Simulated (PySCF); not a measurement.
A calculated (UHF, PySCF 2.14, 6-31G*, the non-relativistic Hamiltonian (point nucleus)) atom or ion has these occupied shells.

```
shell  electrons  orbital energy (eV)  rms radius, mean of both spins (bohr)
 1s α          1              -607.94                                  0.230
 1s β          1              -605.09                                  0.230
 2s α          1              -72.678                                   1.15
 2s β          1              -62.277                                   1.15
 2p α          2              -55.764                                   1.10
```

Q: Name the element and its charge.

A: O(2+) (oxygen, charge +2), in [He] 2s2 2p2, high-spin 3P determinant.
